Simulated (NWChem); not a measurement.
# CH4BIO; SMILES COBI

```xyz
8

B     -0.6014    -1.0069     0.0000
H     -1.7795    -1.2739     0.0000
I     -0.0290     1.0553     0.0000
O      0.3561    -1.9284     0.0000
C      0.0959    -3.3154     0.0000
H      0.5553    -3.7639    -0.8929
H      0.5553    -3.7639     0.8929
H     -0.9852    -3.5263     0.0000
```
Atoms are numbered in this order, from 1.

All runs: NWChem. STO-3G and 3-21G are far too small for this property and stand as cheap habits. All runs use the structure optimised with PBE0/def2-SVP. def2 effective core potentials on I; no spin-orbit coupling. Field at 589 nm.

```csv
level,isotropic polarisability (bohr³),anisotropy (bohr³)
"B3LYP/STO-3G (all-electron, non-relativistic)",25.1,37.0
B3LYP/def2-SVP (core potentials),54.3,45.0
B3LYP/def2-SVPD (core potentials),…,…
```

Question: Complete the blanks.

Answer: 
- B3LYP/def2-SVPD (core potentials), isotropic polarisability (bohr³): 72.5
- B3LYP/def2-SVPD (core potentials), anisotropy (bohr³): 38.0
